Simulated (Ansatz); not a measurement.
Two members of one family (Series CuX(PH3)), computed with Ansatz in the gas phase. The two geometries come from different levels. Binding counts from free atoms in the multiplicity of their measured ground term, without zero-point energy. Names give formal oxidation states. A dash marks a value that wasn't run or was left out as unsound. The structures are stationary points that may keep the symmetry of their start.

First: Cu(PH3)(OH) (singlet, charge 0, B3LYP-D4/def2-TZVP geometry).

```xyz
7

Cu    0.237   -0.874    0.295
P    -0.220    1.065   -0.523
H    -1.550    1.396   -0.846
H     0.378    1.445   -1.741
H     0.094    2.222    0.218
O     0.690   -2.518    0.859
H     0.372   -2.738    1.739
```

```
               level  HOMO (eV)  LUMO (eV)  gap (eV)  vertical IE (eV)  vertical triplet (eV)  binding per atom (eV)
     PBE-D4/def2-SVP      -4.14      -0.89      3.25                 –                      –                   2.90
 r2SCAN-D4/def2-TZVP      -5.03      -1.23      3.80              8.34                   4.24                   2.87
r2SCANh-D4/def2-TZVP      -5.56      -0.93      4.63                 –                      –                   2.83
      B3LYP-D4/6-31G      -5.31      -0.48      4.83                 –                      –                   2.74
   PBE0-D4/def2-TZVP      -6.20      -0.61      5.59              8.37                   4.30                   2.78
```

Metal–donor distances: 1 × P 2.15 Å, 1 × O 1.80 Å.

Second: Cu(PH3)(SH) (singlet, charge 0, PBE-D4/def2-TZVP geometry).

```xyz
7

Cu    0.383    0.280    0.798
P    -0.268   -0.682   -1.027
H    -1.635   -1.037   -1.206
H     0.295   -1.940   -1.378
H    -0.083   -0.041   -2.284
S     1.075    1.181    2.607
H     0.232    2.238    2.489
```

Task: What does the change do? Estimate second minus first.

Result: 
| level | Δ HOMO (eV) | Δ LUMO (eV) | Δ gap (eV) | Δ vertical IE (eV) | Δ vertical triplet (eV) | Δ binding per atom (eV) |
| --- | --- | --- | --- | --- | --- | --- |
| PBE-D4/def2-SVP | -0.18 | -0.35 | -0.17 | – | – | -0.18 |
| r2SCAN-D4/def2-TZVP | 0.08 | -0.30 | -0.38 | -0.44 | -0.16 | -0.17 |
| r2SCANh-D4/def2-TZVP | 0.22 | -0.30 | -0.52 | – | – | -0.15 |
| B3LYP-D4/6-31G | -0.07 | -0.35 | -0.28 | – | – | -0.24 |
| PBE0-D4/def2-TZVP | 0.42 | -0.29 | -0.70 | -0.45 | 0.00 | -0.15 |

Metal–donor distances: 1 × P 2.16 Å, 1 × S 2.14 Å.
